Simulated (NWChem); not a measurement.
The numbers come from NWChem runs, not from measurements. System: H2ClSi, charge 0, spin multiplicity 2, at a geometry optimised with UPBE/def2-SVP. The structure started from a generated list of species. Its SCF solution wasn't tested for a lower state. Level: UMP2/def2-TZVP, 10 core orbitals frozen.

Part of the output:

```
             Northwest Computational Chemistry Package (NWChem) 7.3.0
             --------------------------------------------------------

                                NWChem Input Module
                                -------------------

 Scaling coordinates for geometry "geometry" by  1.889725989
 (inverse scale =  0.529177249)

 Turning off AUTOSYM since
 SYMMETRY directive was detected!

                             Geometry "geometry" -> ""
                             -------------------------

 Output coordinates in angstroms (scale by  1.889725989 to convert to a.u.)

  No.       Tag          Charge          X              Y              Z
 ---- ---------------- ---------- -------------- -------------- --------------
    1 Si                  14.0000    -0.29874800    -1.00131500     0.00000000
    2 Cl                  17.0000     0.21462000     1.01858700     0.00000000
    3 H                    1.0000     0.26696900    -1.64878300    -1.24012400
    4 H                    1.0000     0.26696900    -1.64878300     1.24012400

 Effective nuclear repulsion energy (a.u.)      76.5782040383

            Nuclear Dipole moment (a.u.)
            ----------------------------
        X                 Y               Z
 ---------------- ---------------- ----------------
     0.0000113384     0.0000056692     0.0000000000

      Symmetry information
      --------------------

 Group name             Cs
 Group number              2
 Group order               2
 No. of unique centers     3

      Symmetry unique atoms

     1    2    3


 Summary of "ao basis" -> "" (spherical)
 ------------------------------------------------------------------------------
       Tag                 Description            Shells   Functions and Types
 ---------------- ------------------------------  ------  ---------------------
 *                         def2-tzvp                  on all atoms

 Summary of "ao basis" -> "ao basis" (spherical)
 ------------------------------------------------------------------------------
       Tag                 Description            Shells   Functions and Types
 ---------------- ------------------------------  ------  ---------------------
 Si                        def2-tzvp                13       37   5s5p2d1f
 Cl                        def2-tzvp                13       37   5s5p2d1f
 H                         def2-tzvp                 4        6   3s1p

                                 NWChem SCF Module
[...]
     2   0 2 0    -19.925614    -79.238375    -73.215314    132.528075
     2   0 1 1     -0.000000     -0.000000     -0.000000      0.000000
     2   0 0 2    -20.493028    -16.586311    -14.890650     10.983933

                   NWChem MP2 Semi-direct Energy/Gradient Module
                   ---------------------------------------------

  Basis functions       =     86
  Molecular orbitals    =     86
  Frozen core           =     10
  Frozen virtuals       =      0
  Active alpha occupied =      7
  Active beta occupied  =      6
  Active alpha virtual  =     69
  Active beta virtual   =     70
  Use MO symmetry       = T
  Use skeleton AO sym   = T

  AO/Fock/Back tols     =   1.0D-09  1.0D-09  1.0D-09

 GA uses MA = F    GA memory limited = T

 Available:
  local mem=  1.26D+08
 global mem=  1.44D+08
 local disk=  0.00D+00
  mp2_memr nvloc                    69
  nvloc new                    69
   1 passes of   7:        4194304                      39228                   6044527.
   1 passes of   7: M    126152029           G      144164408           F     121957725.

 Semi-direct pass number   1 of   1  for UHF alpha       at        0.9s
  vrange nnbf                  3673
  mp2_eaftype                    23  avail_ma_in_mb                  1099
 EAF : mp2_eaftype filesize          23    3022263.
  mp2_eaf for mointskh                     23
Node 0 wrote     14.2 Mb in      0.0 s     Agg I/O rate:  6555.7 Mb/s
 Done moints_semi at        1.8s
  mp2_eaftype                    23  avail_ma_in_mb                  1076
 EAF : mp2_eaftype filesize          23    3022263.
  mp2_eaf for kh                    23
 Done maket at        1.9s
 Done multipass loop at        1.9s

 GA uses MA = F    GA memory limited = T

 Available:
  local mem=  1.26D+08
 global mem=  1.44D+08
 local disk=  0.00D+00
  mp2_memr nvloc                    70
  nvloc new                    70
   1 passes of   6:        4194304                      36079                   5257770.
   1 passes of   6: M    126152029           G      144164408           F     121957725.

 Semi-direct pass number   1 of   1  for UHF beta        at        1.9s
  vrange nnbf                  3673
  mp2_eaftype                    20  avail_ma_in_mb                  1099
 EAF : mp2_eaftype filesize          20    2628885.
  mp2_eaf for mointskh                     20
Node 0 wrote     12.3 Mb in      0.0 s     Agg I/O rate:  6541.3 Mb/s
 Done moints_semi at        2.7s
  mp2_eaftype                    20  avail_ma_in_mb                  1079
 EAF : mp2_eaftype filesize          20    2628885.
  mp2_eaf for kh                    20
 Done maket at        2.8s
 Done multipass loop at        2.8s

          -------------------------------------------
          SCF energy                -749.624637228491
          Correlation energy          -0.283785840129
          Singlet pairs                0.000000000000
          Triplet pairs                0.000000000000
          Total MP2 energy          -749.908423068621
          -------------------------------------------

          ---------------------------------------------------
                    Spin Component Scaled (SCS) MP2
          Same spin pairs                     -0.063558691771
          Same spin scaling factor             0.333333333333
          Opposite spin pairs                 -0.220227148358
          Opposite spin scaling fact.          1.200000000000
          SCS-MP2 correlation energy          -0.285458808620
          Total SCS-MP2 energy              -749.910096037111
          ---------------------------------------------------

 -----------------------
 Performance information
 -----------------------

 Timer overhead =  1.23D-07 seconds/call

               Nr. of calls         CPU time (s)                 Wall time (s)                GFlops
             ---------------    -------------------     ------------------------------   -------------------
Name         Min   Avg   Max    Min     Avg     Max     Min     Avg     Max   Mx/calls   Min     Max     Sum
mp2: moin     2     2     2    1.8     1.8     1.8      1.8     1.8     1.8    0.88      0.0     0.0     0.0
mp2: make     2     2     2   7.36E-2 7.36E-2 7.36E-2  7.36E-2 7.36E-2 7.36E-2 3.68E-2   0.0     0.0     0.0
mp2: tota     1     1     1    1.9     1.9     1.9      1.9     1.9     1.9     1.9      0.0     0.0     0.0

 The average no. of pstat calls per process was 5.00D+00
 with a timing overhead of 6.16D-07s

 Task  times  cpu:        2.8s     wall:        2.8s

 Total times  cpu:        2.8s     wall:        2.8s
```

Task: Write an NWChem input that would produce this output.

Result: One answer among several that fit: 
```
start mol
memory heap 200 mb stack 900 mb global 1100 mb
geometry units angstroms nocenter noautoz
  Si    -0.298748    -1.001315     0.000000
  Cl     0.214620     1.018587     0.000000
  H      0.266969    -1.648783    -1.240124
  H      0.266969    -1.648783     1.240124
  symmetry group Cs
end
basis spherical
  * library def2-tzvp
end
scf
  uhf
  nopen 1
  maxiter 100
  thresh 1e-7
  semidirect memsize 60000000 filesize 0
  # guess.movecs holds the orbitals of an unrestricted PBE0 run
  vectors input guess.movecs output mol.movecs
end
mp2
  freeze core 10
end
task mp2 energy
```
